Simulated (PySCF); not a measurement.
C₄H₄F₂, SMILES C(/C(=C)F)=C/F.

The structure is a stationary point at B3LYP-D3(BJ)/def2-SVP. The structure was generated by enumeration; whether it is a known compound was not checked. One conformer was computed; it need not be the lowest.

Computed with TDA-PBE/def2-SVPD (PySCF).

Vertical excitations. Isolated molecule, no solvent. State labels are in the subgroup Cs.

Computed excitation energies, oscillator strengths and character:
```json
[
 {"state": "S1", "symmetry": "A\"", "energy (eV)": "5.78", "λ (nm)": "214", "f": "0.000", "main pairs": "HOMO→LUMO+1 100 %"},
 {"state": "S2", "symmetry": "A'", "energy (eV)": "5.88", "λ (nm)": "211", "f": "0.550", "main pairs": "HOMO→LUMO 65 %, HOMO−1→LUMO 19 %"},
 {"state": "S3", "symmetry": "A'", "energy (eV)": "6.21", "λ (nm)": "200", "f": "0.336", "main pairs": "HOMO−1→LUMO 46 %, HOMO→LUMO+2 27 %, HOMO→LUMO 23 %"},
 {"state": "S4", "symmetry": "A\"", "energy (eV)": "6.62", "λ (nm)": "187", "f": "0.008", "main pairs": "HOMO−2→LUMO 84 %, HOMO→LUMO+3 15 %"},
 {"state": "S5", "symmetry": "A\"", "energy (eV)": "6.66", "λ (nm)": "186", "f": "0.017", "main pairs": "HOMO→LUMO+3 84 %, HOMO−2→LUMO 15 %"},
 {"state": "S6", "symmetry": "A\"", "energy (eV)": "7.05", "λ (nm)": "176", "f": "0.001", "main pairs": "HOMO→LUMO+4 99 %"},
 {"state": "S7", "symmetry": "A\"", "energy (eV)": "7.39", "λ (nm)": "168", "f": "0.001", "main pairs": "HOMO→LUMO+5 99 %"},
 {"state": "S8", "symmetry": "A\"", "energy (eV)": "7.43", "λ (nm)": "167", "f": "0.000", "main pairs": "HOMO−3→LUMO 99 %"},
 {"state": "S9", "symmetry": "A\"", "energy (eV)": "7.59", "λ (nm)": "163", "f": "0.014", "main pairs": "HOMO−1→LUMO+1 85 %, HOMO→LUMO+6 15 %"},
 {"state": "S10", "symmetry": "A\"", "energy (eV)": "7.69", "λ (nm)": "161", "f": "0.010", "main pairs": "HOMO→LUMO+6 83 %, HOMO−1→LUMO+1 14 %"},
 {"state": "T1", "symmetry": "A'", "energy (eV)": "3.11", "λ (nm)": "399", "f": "0", "main pairs": "HOMO→LUMO 99 %"},
 {"state": "T2", "symmetry": "A'", "energy (eV)": "4.98", "λ (nm)": "249", "f": "0", "main pairs": "HOMO−1→LUMO 87 %"},
 {"state": "T3", "symmetry": "A\"", "energy (eV)": "5.67", "λ (nm)": "219", "f": "0", "main pairs": "HOMO→LUMO+1 100 %"},
 {"state": "T4", "symmetry": "A'", "energy (eV)": "6.23", "λ (nm)": "199", "f": "0", "main pairs": "HOMO→LUMO+2 87 %"}
]
```
Triplets are in the Tamm–Dancoff approximation.
